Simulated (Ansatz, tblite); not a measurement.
Forces on the cluster Si5B⁻ at its PBE-D4/def2-SVPD geometry. The state is a singlet with charge -1.

The xTB rows come from tblite. The restricted singlet is unstable towards broken spin symmetry at other levels; at PBE-D4/def2-TZVPD this wasn't settled. The geometry of the singlet was relaxed on an unsound state (restricted singlet, unstable towards broken spin symmetry at other levels and untested here). Another isomer (singlet) lies 1.03 eV lower at PBE0-D4/def2-TZVPD; other spin states weren't run for this one.

GFN1-xTB (tblite), largest force 0.63 eV/Å:

```xyz
6
positions Å, forces eV/Å
B     0.019    0.064    0.111    0.016    0.071    0.128
Si   -1.366   -0.942   -0.907   -0.589   -0.212    0.012
Si    0.674    1.990    3.610   -0.036   -0.098   -0.181
Si   -0.549   -1.642   -2.964    0.033    0.099    0.178
Si    0.321    0.976    1.751    0.042    0.109    0.201
Si    0.900   -0.446   -1.600    0.533    0.031   -0.337
```

GFN2-xTB (tblite), largest force 3.20 eV/Å:

```
B -0.103 -0.277 -0.514
Si -0.047 0.034 0.104
Si -0.531 -1.507 -2.771
Si 0.173 0.516 0.934
Si 0.429 1.172 2.180
Si 0.079 0.062 0.066
```

PBE-D4/def2-TZVPD (Ansatz), largest force 0.22 eV/Å:

```
B -0.010 -0.016 -0.021
Si 0.192 0.028 -0.093
Si -0.012 -0.032 -0.059
Si 0.033 0.097 0.177
Si -0.002 -0.015 -0.025
Si -0.201 -0.061 0.022
```
